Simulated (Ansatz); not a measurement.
Reaction (ligand exchange at the Si–C bond): `N[SiH2]CF` + `N[SiH](O)O` → `N[SiH2]O[SiH](N)O` + fluoromethane

Calculated with Ansatz (gas phase, PBE0-D4/def2-TZVP geometries, no zero-point term in ΔE). CBS: MP2 limit from def2 TZ/QZ plus the TZ coupled-cluster correction, frozen cores. This one scheme is used for every species. Functionals use def2-TZVPP. One conformer a species, not always the lowest.

`N[SiH2]CF`:

```xyz
10

N    -0.639   -0.029   -1.484
Si   -0.340   -0.639    0.092
C     0.910    0.511    0.920
F     0.381    1.804    0.964
H    -1.097   -0.607   -2.170
H    -0.919    0.934   -1.585
H    -1.529   -0.727    0.992
H     0.245   -2.001   -0.036
H     1.138    0.203    1.946
H     1.849    0.552    0.359
```

`N[SiH](O)O`:

Z-matrix (Å, degrees):
```
Si
O 1 1.639
O 1 1.639 2 116.1
N 1 1.714 2 107.1 3 -119.6
H 1 1.475 2 104.4 3 114.2
H 2 0.959 1 117.1 3 74.9
H 3 0.959 1 117.0 2 -75.2
H 4 1.008 1 119.6 2 171.6
H 4 1.008 1 119.6 2 -46.2
```

`N[SiH2]O[SiH](N)O`:

Z-matrix (Å, degrees):
```
Si
O 1 1.637
N 1 1.728 2 109.6
H 1 1.486 2 107.2 3 123.1
H 1 1.483 2 110.3 3 -116.6
Si 2 1.641 1 128.9 3 -8.2
H 3 1.009 1 118.8 2 81.2
H 3 1.008 1 118.2 2 -139.8
N 6 1.718 2 105.7 1 -67.9
O 6 1.634 2 112.6 1 50.3
H 6 1.477 2 107.5 1 167.3
H 9 1.009 6 118.3 2 167.9
H 9 1.009 6 119.1 2 -53.2
H 10 0.966 6 111.4 2 -46.1
```

`CF`:

Z-matrix (Å, degrees):
```
C
F 1 1.376
H 1 1.092 2 109.1
H 1 1.092 2 109.1 3 -120.0
H 1 1.092 2 109.1 3 120.0
```

```json
{"level": "r2SCAN-D4", "ΔE (kJ/mol)": "-147.2", "difference from CCSD(T)/CBS": "1.6"}
{"level": "PBE0-D4", "ΔE (kJ/mol)": "-142.2", "difference from CCSD(T)/CBS": "6.6"}
{"level": "ωB97X-V", "ΔE (kJ/mol)": "-146.0", "difference from CCSD(T)/CBS": "2.8"}
{"level": "ωB97M-V", "ΔE (kJ/mol)": "-146.8", "difference from CCSD(T)/CBS": "2.0"}
{"level": "PBE", "ΔE (kJ/mol)": "-128.6", "difference from CCSD(T)/CBS": "20.2"}
{"level": "r2SCAN", "ΔE (kJ/mol)": "-145.2", "difference from CCSD(T)/CBS": "3.6"}
{"level": "MP2/def2-TZVPP", "ΔE (kJ/mol)": "-153.5", "difference from CCSD(T)/CBS": "-4.7"}
{"level": "SCS-MP2/def2-TZVPP", "ΔE (kJ/mol)": "-153.5", "difference from CCSD(T)/CBS": "-4.7"}
{"level": "SCS-MP2/def2-QZVPP", "ΔE (kJ/mol)": "-152.9", "difference from CCSD(T)/CBS": "-4.1"}
{"level": "CCSD/CBS(def2)", "ΔE (kJ/mol)": "-149.0", "difference from CCSD(T)/CBS": "-0.2"}
{"level": "CCSD(T)/CBS", "ΔE (kJ/mol)": "-148.8", "difference from CCSD(T)/CBS": "0"}
```

Largest T1 diagnostic among the species: 0.011.

From PBE to PBE0 (25 % exact exchange), in def2-TZVPP and without D4, ΔE moves by −7.7 kJ/mol. The D4 term adds −10.1 kJ/mol with B3LYP and −5.9 kJ/mol with PBE0; it sums over pairs of atoms, weighted by their polarisabilities, and B3LYP, whose exchange is more repulsive, gets the larger term. In def2-TZVPP, CCSD(T) changes the Hartree–Fock value by +7.3 kJ/mol (the triples alone add +0.2 kJ/mol) and MP2 by +4.1 kJ/mol.

B3LYP here is the variant with VWN-RPA as its local correlation; programs differ in this.
